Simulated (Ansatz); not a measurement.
Program: Ansatz. Geometries: PBE0-D4/def2-TZVP. ΔE: electronic, gas phase. CCSD(T)/CBS adds triple-zeta CCSD(T) − MP2 to the extrapolated MP2 energy (def2 sets, frozen cores). Functionals use def2-TZVPP. HSE06 is defined as in plane-wave codes. Elements past krypton have def2 core potentials. For Zr outer-core shells are correlated without core-valence functions, which leaves a few kJ/mol of doubt a bond. One conformer a species, not always the lowest.

Reaction (isomerisation): `CC(C)[O][Zr]([OH])([OH])[Cl]` → `CC[O][Zr]([OH])([Cl])[O]C`

```csv
level,ΔE (kJ/mol),difference from CCSD(T)/CBS
PBE0-D4,58.2,-6.3
ωB97M-V,62.1,-2.4
PBE,52.0,-12.5
r2SCAN0,60.1,-4.4
HSE06,55.2,-9.3
BHLYP,51.1,-13.4
HF/def2-SVP,40.6,-23.9
MP2/def2-TZVPP,65.5,1.0
HF/CBS(def2),46.7,-17.8
CCSD/CBS(def2),63.7,-0.8
CCSD(T)/CBS,64.5,0
```

Largest T1 diagnostic among the species: 0.015.

From BLYP to BHLYP (50 % exact exchange), in def2-TZVPP and without D4, ΔE moves by +7.9 kJ/mol. At CCSD(T), def2-SVP lies −11.7 kJ/mol from the extrapolated value and def2-TZVPP −4.4 kJ/mol. The D4 term adds +5.3 kJ/mol with B3LYP and +2.9 kJ/mol with PBE0; it sums over pairs of atoms, weighted by their polarisabilities, and B3LYP, whose exchange is more repulsive, gets the larger term.

B3LYP here is the variant with VWN-RPA as its local correlation; programs differ in this.
